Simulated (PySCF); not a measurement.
## Radial density of Zn²⁺ (zinc, charge +2)

UHF, [Ar] 3d10, closed-shell 1S. All numbers are calculated (PySCF 2.14, scalar relativity by spin-free X2C-1e, in x2c-TZVPall (6s5p4d1f, 48 functions)).

```csv
r (bohr),4πr²ρ (e/bohr)
0.000823,0.2381
0.00138,0.5952
0.00233,1.476
0.00392,3.547
0.00659,8.012
0.0111,16.34
0.0186,28.12
0.0313,36.46
0.0527,32.67
0.0887,30.25
0.149,41.74
0.251,28.45
0.422,20.77
0.710,22.23
1.19,6.675
2.01,0.7082
3.38,0.02167
```

Densities and radii are taken from the X2C orbitals without a picture-change correction, which distorts them close to the nucleus.
